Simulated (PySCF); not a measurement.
C₃H₄O₂Si, SMILES O=C1O[SiH2]C=C1. Atoms are numbered in the order given.

```xyz
10

O     -0.3783    -2.3047     0.0000
C     -0.1169    -1.1250     0.0000
C      1.2669    -0.5282     0.0000
C      1.3485     0.8228     0.0000
Si    -0.4250     1.4366     0.0000
O     -1.0924    -0.1484     0.0000
H      2.1163    -1.2298     0.0000
H      2.3059     1.3651     0.0000
H     -0.8486     2.1797    -1.2305
H     -0.8486     2.1797     1.2305
```
Charge 0, spin multiplicity 1.

The structure is a stationary point at PBE-D3(BJ)/def2-SVP. This is a generated structure with no PubChem entry under its InChIKey; it may be hypothetical.

The numbers are results of PBE/pcSseg-1 (PySCF), not measurements.

GIAO shieldings, no solvent; atoms alike by connectivity are averaged. δ = σ(ref) − σ: ¹⁷O against H2O (σ = 334.3 ppm); ¹³C against TMS (σ = 182.0 ppm); ²⁹Si against TMS (σ = 335.4 ppm); ¹H against TMS (σ = 31.49 ppm), references at their B3LYP-D3(BJ)/def2-TZVP geometries, non-relativistic.

```csv
atoms,nucleus,count,δ (ppm)
O1,¹⁷O,1,___
O6,¹⁷O,1,___
C2,¹³C,1,173.4
C3,¹³C,1,155.9
C4,¹³C,1,___
Si5,²⁹Si,1,___
H8,¹H,1,7.76
H7,¹H,1,7.35
"H9, H10",¹H,2,5.93
```

**Question.** What belongs in the gaps? (An estimate is asked for; the answer gives what the named calculation found.)

**Answer.** 
- O1, δ (ppm): 480.6
- C4, δ (ppm): 152.2
- Si5, δ (ppm): -4.3
- O6, δ (ppm): 205.0
